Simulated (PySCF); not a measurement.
**Cs⁵⁰⁺ (caesium, charge +50) across methods**

[He] 2s2 2p1, 2P determinant. Calculation: PySCF 2.14, in an uncontracted even-tempered set (19 s from 25 bohr⁻², ratio 2.2; 12 p from 32 bohr⁻², ratio 2.2; 5 d from 120 bohr⁻², ratio 2.4; 5 f from 180 bohr⁻², ratio 2.4; 4 g from 270 bohr⁻², ratio 2.4); scalar relativity by spin-free X2C-1e.

```csv
method,E (hartree),mean ε 2s α (eV),mean ε 2s β (eV),mean ε 2p α (eV),Σ⟨r²⟩ (bohr²),⟨S²⟩
UHF,-4206.52615,-9784.1,-9738.4,-9369.0,0.03847,0.750
BHandHLYP,-4206.99,-9732.8,-9697.5,-9311.7,0.03848,0.750
r2SCAN,-4206.76,-9688.1,-9660.0,-9264.5,0.03848,0.750
LDA,-4200.95,-9670.7,-9645.0,-9241.0,0.03852,0.750
PBE0,-4206.73,-9705.5,-9675.9,-9280.7,0.03848,0.750
PBE,-4206.75,-9678.8,-9654.5,-9251.1,0.03848,0.750
```

**Question.** Estimate the same row for revPBE.

**Answer.** E (hartree) = -4207.31; mean ε 2s α (eV) = -9679.3; mean ε 2s β (eV) = -9655.2; mean ε 2p α (eV) = -9251.5; Σ⟨r²⟩ (bohr²) = 0.03848; ⟨S²⟩ = 0.750.

Spin-orbit coupling, absent here, splits the open shell strongly.
